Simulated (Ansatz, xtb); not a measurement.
## A geometry optimisation of ClHInOSe with r2SCAN-D4/def2-SVP

The starting geometry of this gas-phase doublet was built from a drawn formula by distance geometry; its bonds are those of `[O][InH][Se]Cl`.

| atom | x (Å) | y (Å) | z (Å) |
| --- | --- | --- | --- |
| Cl | 1.4242 | 0.8351 | -1.2269 |
| In | -0.6430 | -1.2196 | 1.0754 |
| O | -2.2856 | -1.5841 | 2.5402 |
| Se | -0.4199 | -0.4897 | -1.3640 |
| H | 0.6677 | -1.6286 | 1.7927 |

Problem. Predict what becomes of its bonds when it is optimised with r2SCAN-D4/def2-SVP.

Solution. It keeps its bonds, and is `[O][InH][Se]Cl`.

The energy falls by 0.85 eV over 10 steps:

```tsv
step	E − E(last) (eV)
1	0.853
2	0.239
3	0.097
4	0.058
5	0.023
6	0.016
7	0.001
8	0.001
9	0.000
10	0.000
```

Final geometry (Å):

```xyz
5

Cl    1.3868    0.2946   -1.3001
In   -0.5104   -1.1792    1.2272
O    -2.3271   -1.7184    1.9203
Se   -0.7869   -0.0666   -1.0401
H     0.9810   -1.4173    2.0103
```

From the same start GFN2-xTB ends elsewhere, differing in Cl1–In2 (2.89 against 3.49 Å here).

No frequencies were run, so the end isn't proven a minimum. Open shells are spin-unrestricted. Atoms past krypton carry core potentials, without spin–orbit terms. Run with Ansatz 0.2.0, 2.5 min on 2 threads of Intel(R) Xeon(R) Platinum 8375C CPU @ 2.90GHz (Ice Lake), on a shared host.
